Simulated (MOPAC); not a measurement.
MOPAC input (PM6):

```
PM6 1SCF UHF MS=0.5 GEO-OK AUX(PRECISION=9) THREADS=1
ISi

Si   -0.00000000 1   -0.00000000 1   -1.95292700 1
I     0.00000000 1    0.00000000 1    0.51586700 1
```

Output:

```
 *******************************************************************************
 **                                                                           **
 **                              MOPAC v23.2.5                                **
 **                                                                           **
 *******************************************************************************
 ** MOPAC's Digital Object Identifier: https://doi.org/10.5281/zenodo.6511958 **
 **                                                                           **
 ** Please cite the open-source release paper for use of this MOPAC version:  **
 ** J. E. Moussa and J. J. P. Stewart (2026)                                  **
 ** MOPAC: An open-source semiempirical molecular orbital program             **
 ** J. Open Source Softw., 11(119), 8025, https://doi.org/10.21105/joss.08025 **
 *******************************************************************************

                              PM6 CALCULATION RESULTS

 *******************************************************************************
 *  PM6        - The PM6 Hamiltonian to be used
 *  GEO-OK     - OVERRIDE INTERATOMIC DISTANCE AND OTHER SAFETY CHECKS
 *  UHF        - UNRESTRICTED HARTREE-FOCK CALCULATION
 *  MS=        - IN MECI, MAGNETIC COMPONENT OF SPIN =  0.5
 *  1SCF       - DO 1 SCF AND THEN STOP
 *  AUX        - OUTPUT AUXILIARY INFORMATION
 *******************************************************************************
PM6 1SCF UHF MS=0.5 GEO-OK AUX(PRECISION=9) THREADS=1
 ISi

   ATOM   CHEMICAL          X               Y               Z
  NUMBER   SYMBOL      (ANGSTROMS)     (ANGSTROMS)     (ANGSTROMS)

     1      Si         -0.00000000  *  -0.00000000  *  -1.95292700  *
     2       I          0.00000000  *   0.00000000  *   0.51586700  *

          CARTESIAN COORDINATES

    NO.       ATOM           X           Y           Z

     1        Si         -0.0000     -0.0000     -1.9529
     2         I          0.0000      0.0000      0.5159

 General Reference for PM6:
 "Optimization of Parameters for Semiempirical Methods V: Modification of NDDO Approximations
 and Application to 70 Elements", J. J. P. Stewart, J. Mol. Mod., 13, 1173-1213 (2007)
 URL: https://link.springer.com/article/10.1007/s00894-007-0233-4

           Empirical Formula: Si I  =     2 atoms

      MOLECULAR POINT GROUP   :   C*v

          UHF CALCULATION, NO. OF ALPHA ELECTRONS =    6
                           NO. OF BETA  ELECTRONS =    5

 -------------------------------------------------------------------------------
 PM6 1SCF UHF MS=0.5 GEO-OK AUX(PRECISION=9) THREADS=1
 ISi

     1SCF WAS SPECIFIED, SO BFGS WAS NOT USED
     SCF FIELD WAS ACHIEVED

                              PM6 CALCULATION
                                                       MOPAC v23.2.5 Linux

          FINAL HEAT OF FORMATION =         69.40090 KCAL/MOL =     290.37338 KJ/MOL

          COSMO AREA              =        108.36 SQUARE ANGSTROMS
          COSMO VOLUME            =         98.79 CUBIC ANGSTROMS

          IONIZATION POTENTIAL    =          7.191639 EV
          ALPHA SOMO LUMO (EV)    =         -7.192 -2.712
          BETA  SOMO LUMO (EV)    =         -8.894 -2.512
          NO. OF ALPHA ELECTRONS  =          6
          NO. OF BETA  ELECTRONS  =          5
          MOLECULAR WEIGHT        =        154.9900         POINT GROUP:  C*v

          MOLECULAR DIMENSIONS (Angstroms)

            Atom       Atom       Distance
            I     2   Si     1     2.46879
            I     2   Si     1     0.00000
           Si     1    I     2     0.00000

          SCF CALCULATIONS        =          1

   ATOM   CHEMICAL          X               Y               Z
  NUMBER   SYMBOL      (ANGSTROMS)     (ANGSTROMS)     (ANGSTROMS)

     1      Si         -0.00000000  *  -0.00000000  *  -1.95292700  *
     2       I          0.00000000  *   0.00000000  *   0.51586700  *

                             CARTESIAN COORDINATES

   1   Si       -0.000000000    -0.000000000    -1.952927000
   2    I        0.000000000     0.000000000     0.515867000

           Empirical Formula: Si I  =     2 atoms

      MOLECULAR POINT GROUP   :   C*v

          ALPHA EIGENVALUES
 -21.24055 -15.59335 -10.55804 -10.31945  -9.34853  -7.19164  -2.71217  -2.14786
   1.67501   1.67557   1.80755   1.81134   2.03825 111.75003 111.79310 111.83627
 112.10380 112.10677

           BETA EIGENVALUES
 -20.77290 -14.70694 -10.25013 -10.05098  -8.89386  -2.51223  -2.13415  -1.86021
   1.84283   1.89992   1.99641   2.12378   2.26173 111.83070 111.84253 112.01198
 112.23396 112.25771

              NET ATOMIC CHARGES AND DIPOLE CONTRIBUTIONS

  ATOM NO.   TYPE          CHARGE      No. of ELECS.   s-Pop       p-Pop       d-Pop
    1         Si           0.225056        3.7749     1.95964     1.74253     0.07277
    2          I          -0.225056        7.2251     1.90775     5.31518     0.00213
 DIPOLE           X         Y         Z       TOTAL
 POINT-CHG.     0.000     0.000    -2.669     2.669
 HYBRID         0.000    -0.000     1.001     1.001
 SUM            0.000    -0.000    -1.667     1.667

          ATOMIC ORBITAL ELECTRON POPULATIONS

     Atom    s        px        py        pz      x^2-y^2     xz        z^2       yz        xy
    1 Si   1.95964   1.06788   0.16391   0.51074   0.00014   0.02301   0.03184   0.01778   0.00000
    2  I   1.90775   1.90869   1.81795   1.58854   0.00000   0.00041   0.00135   0.00036   0.00000

                    (SZ)    =    0.500000
                    (S**2)  =    0.753594

          ATOMIC ORBITAL SPIN POPULATIONS

    Atom   Total    s     px     py     pz   x^2-y^2  xz     z^2    yz     xy
         Atomic
    1 Si  0.9084  0.011  0.922  0.004 -0.035  0.000  0.005  0.001 -0.000  0.000
    2  I  0.0916  0.002  0.073 -0.004  0.021  0.000  0.000  0.000  0.000  0.000

 **********************
 *                    *
 * JOB ENDED NORMALLY *
 *                    *
 **********************

 == MOPAC DONE ==
```

The geometry given is a B3LYP-D3(BJ)/def2-TZVP minimum.
